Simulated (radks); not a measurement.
Values are calculated unless marked as measured or tabulated.
Ionisation of the cobalt ion Co+, [Ar] 3d8, to [Ar] 3d7 as the strength of local exchange is varied. Code: a radial shooting solver on a logarithmic mesh with Libxc functionals. Model: scalar-relativistic Kohn-Sham, Slater X-alpha exchange (alpha = 2/3 is LDA exchange), no correlation, spin-polarised, spherical densities, finite nucleus; open shells are filled with parallel spins first; Fermi nuclear charge, rms radius 3.7875 fm.

| alpha | E(Co+) (hartree) | exchange (hartree) | IE (eV) | -e of the level emptied (eV) | <r> of it (bohr) |
|---|---|---|---|---|---|
| 0.594 | -1382.32802 | -48.46720 | 15.715 | 9.351 (3d) | 1.213 |
| 0.637 | -1385.84385 | -52.12087 | 16.307 | 9.821 (3d) | 1.195 |
| 0.667 | -1388.30255 | -54.68149 | 16.732 | 10.161 (3d) | 1.183 |
| 0.909 | -1408.31016 | -75.68180 | 20.527 | 13.295 (3d) | 1.097 |
| 0.97 | -1413.40212 | -81.07129 | 21.587 | 14.197 (3d) | 1.077 |
| ? | -1396.53266 | -63.28516 | 18.221 | 11.371 (3d) | 1.146 |

Which alpha was used in the last row?

Answer. alpha = 0.767. NIST Atomic Spectra Database: 17.084 eV (measured). The Delta-SCF value meets it near alpha = 0.69. Open shells are spherical and high-spin; term and fine-structure splittings are not resolved.
